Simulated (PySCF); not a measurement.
# Small edits and their spectra

Starting compound: `InChI=1S/C6H7ClOSi/c7-4-5-2-1-3-6(5)8-9/h1-4H,9H3/b5-4+`.

1H NMR (500 MHz, computed): δ 7.14 (s, 1H), 6.47 (m, 1H), 6.14 (d, 1H), 5.30 (d, 1H), 5.05 (s, 3H). 13C{1H} NMR (computed): δ 159.3 (C), 148.9 (C), 141.9 (CH), 140.1 (CH), 115.0 (CH), 107.9 (CH).

Relativity neglected, a single conformation, equivalent nuclei averaged, gas phase. Geometry: GFN2-xTB; NMR shieldings at PBE0/pcSseg-1/GIAO; PySCF.

Chemical shifts δ = σref − σ; 1H and 13C vs TMS, all at this level. Where no couplings were computed, multiplicities follow the n + 1 count of equivalent neighbours, and m marks all less simple cases (inequivalent or close neighbours, rings, F or P nearby). Shifts are as computed. Against solution values, carbons near 30 ppm lie about +3 ppm off and those near 130 ppm about +5 ppm; carbons on Cl a further +6 ppm. Of 1309 compounds with measured shifts, 239 miss one by over three times the rms of a fit or turn the order of signals round; such compounds aren't used in these exercises. Carbons bonded to Cl come out too deshielded.

Product 1. 1H NMR (500 MHz, computed): δ 6.94 (m, 1H), 6.53 (s, 1H), 5.62 (m, 1H), 5.49 (d, 1H), 5.09 (m, 2H), 5.02 (s, 3H). 13C{1H} NMR (computed): δ 160.7 (C), 151.4 (CH), 144.6 (CH), 131.5 (C), 119.8 (CH), 118.1 (CH).

Product 2. 1H NMR (500 MHz, computed): δ 7.42 (s, 1H), 7.18 (d, 1H), 6.89 (m, 1H), 6.79 (m, 1H), 5.51 (s, 2H), 5.09 (s, 3H). 13C{1H} NMR (computed): δ 157.3 (C), 150.8 (CH), 147.5 (CH), 140.7 (CH), 135.2 (C), 131.6 (CH).

Product 3. 1H NMR (500 MHz, computed): δ 6.87 (m, 1H), 5.89 (d, 1H), 5.24 (d, 1H), 5.16 (s, 2H). 13C{1H} NMR (computed): δ 170.4 (C), 159.7 (C), 156.0 (C), 151.7 (CH), 108.4 (CH), 104.3 (CH).

Question: Each product comes from one edit: ring closed by a new C-Si bond (`ClC1=C2C=CC=C2O[SiH2]1`); SiH2 inserted into a C-C bond (`[SiH3]OC1=CC=C[SiH2]/C1=C/Cl`); SiH2 inserted into a O-C bond (`[SiH3]O[SiH2]C1=CC=C/C1=C\Cl`). Which is which?

Answer: 
- Product 1: SiH2 inserted into a C-C bond, [SiH3]OC1=CC=C[SiH2]/C1=C/Cl. δC 131.5: fully substituted alkene carbon; the olefinic region. δC 119.8: β carbon of an enol-ether or enamine type C=C.
- Product 2: SiH2 inserted into a O-C bond, [SiH3]O[SiH2]C1=CC=C/C1=C\Cl. δH 7.42, 7.18, 6.89, 6.79: hydrogen on an alkene CH; olefinic region. δH 5.09: hydrogen on a silicon bonded to O.
- Product 3: ring closed by a new C-Si bond, ClC1=C2C=CC=C2O[SiH2]1. δC 151.7, 108.4: alkene CH; the olefinic region. δC 104.3: β carbon of an enol-ether or enamine type C=C; the O or N lone pair pushes π density onto this β carbon and shields it.
